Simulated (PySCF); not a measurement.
Calculated NMR parameters of O=COc1cncn1[SiH3]

```yaml
Formula: C4H6N2O2Si
SMILES: O=COc1cncn1[SiH3]
Point_group_of_the_computed_structure: C1
Degrees_of_unsaturation: 4
Carbon_signals: 4
Proton_signals: 4
```

Bonds (- single, = double, # triple, : aromatic): O1=C2 1.206 Å, C2-O3 1.305 Å, O3-C4 1.373 Å, C4:C5 1.372 Å, C5:N6 1.355 Å, N6:C7 1.301 Å, C7:N8 1.360 Å, N8-Si9 1.783 Å, N8:C4 1.369 Å. C2 carries H10; C5 carries H11; C7 carries H12; Si9 carries H13, H14, H15.

- coordinates at the GFN2-xTB level
- NMR shieldings at PBE0/pcSseg-1/GIAO
- run in PySCF 2.14
- single conformer, relativity neglected, isolated molecule, one averaged value for each set of equivalent atoms

Referencing at the same level of theory: ¹H (σ = 31.72 ppm), ¹³C (σ = 186.93 ppm), ²⁹Si (σ = 349.16 ppm) against TMS; NH3 for ¹⁵N (σ = 267.73 ppm); H2O for ¹⁷O (σ = 336.08 ppm).

| carbon | δC, type | δH (multiplicity) | HMBC from (2–3 bonds) | span of the C tensor (ppm) |
| --- | --- | --- | --- | --- |
| C2 | 163.0, CH | 8.07 (s) | – | 150 |
| C4 | 148.6, C | – | H10, H11, H12, H13/H14/H15 | 119 |
| C5 | 126.3, CH | 7.25 (m) | H12 | 122 |
| C7 | 141.5, CH | 7.18 (m) | H11, H13/H14/H15 | 135 |

Other nuclei:
| atoms | nucleus | environment | δ (ppm) | σ (ppm) |
| --- | --- | --- | --- | --- |
| H13/H14/H15 | ¹H | hydrogen on a silicon bonded to N | 5.20 | 26.52 |
| Si9 | ²⁹Si | silicon bonded to N, 3 H | -66.5 | 415.6 |
| N6 | ¹⁵N | pyridine-type nitrogen of an azole | 303.2 | -35.5 |
| N8 | ¹⁵N | pyrrole-type ring nitrogen | 170.9 | 96.9 |
| O1 | ¹⁷O | ester carbonyl oxygen | 418.4 | -82.3 |
| O3 | ¹⁷O | ester alkoxy oxygen | 232.7 | 103.4 |

- Carbon types of the structure: 1 × C, 3 × CH, leaving 3 H on heteroatoms.
- δC 163.0: ester carbonyl carbon; lone-pair donation from the attached heteroatom keeps it upfield of a ketone carbonyl.
- δC 148.6: aromatic carbon bearing oxygen; σ withdrawal by the attached heteroatom moves it downfield of the ring CH carbons.
- δC 141.5: aromatic CH between two ring heteroatoms.
- δC 126.3: aromatic CH next to a ring nitrogen.
- δH 7.18: hydrogen on an aromatic CH between two ring heteroatoms; the ring current deshields protons in the ring plane.

Shifts are as computed. Against solution values, carbons near 30 ppm lie about +3 ppm off and those near 130 ppm about +5 ppm. Of 1309 compounds with measured shifts, 239 miss one by over three times the rms of a fit or turn the order of signals round; such compounds aren't used in these exercises. Unscaled 17O shifts of doubly bonded oxygen tend to come out too high, by tens of ppm or more. Experimental scales use liquid or dissolved standards, which lie at an offset from isolated NH3 (liquid NH3: subtract about 20 ppm) and H2O (liquid H2O: subtract about 36 ppm). Unscaled 15N shifts of sp2 nitrogen come out 20 to 40 ppm too high even then. No couplings were computed; multiplicities are counted from neighbouring protons, with m where these are inequivalent, close in shift, in a saturated or five-membered ring or joined by F or P, and br s for small geminal =CH2 splittings.
